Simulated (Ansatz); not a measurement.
Correlation energies of ClFH₄O₂Si₂, SMILES `O[SiH](F)O[SiH2]Cl` by basis set

Cartesian coordinates in Å:
```
O -2.036 0.604 1.452
Si -0.488 0.194 1.216
F 0.477 1.394 1.613
O -0.216 -0.129 -0.352
Si 0.864 -0.439 -1.526
Cl 2.402 -1.571 -0.785
H -2.436 1.297 0.924
H -0.197 -0.956 2.076
H 0.191 -1.217 -2.585
H 1.440 0.823 -2.034
```

Total charge 0; spin multiplicity 1. The geometry is a stationary point of PBE0-D4/def2-TZVP. It is one conformer, not always the lowest. Frozen core, restricted reference, Ansatz 0.2.0. CBS rows extrapolate triple and quadruple zeta; past MP2 they add the triple-zeta difference.

| basis | HF (Eh) | MP2 corr. | CCSD corr. | (T) | CCSD(T) total |
| --- | --- | --- | --- | --- | --- |
| def2-TZVPP | ? | -1.14186 | -1.18157 | ? | ? |
| def2-QZVPP | -1289.35675 | -1.24464 | – | – | – |
| CBS(def2) | ? | -1.32077 | ? | as TZ | ? |

Fill in the withheld values. (Best estimate.)

Computed: def2-TZVPP HF (Eh): -1289.31204; def2-TZVPP (T): -0.04067; def2-TZVPP CCSD(T) total: -1290.53428; CBS(def2) HF (Eh): -1289.36291; CBS(def2) CCSD corr.: -1.36049; CBS(def2) CCSD(T) total: -1290.76407.
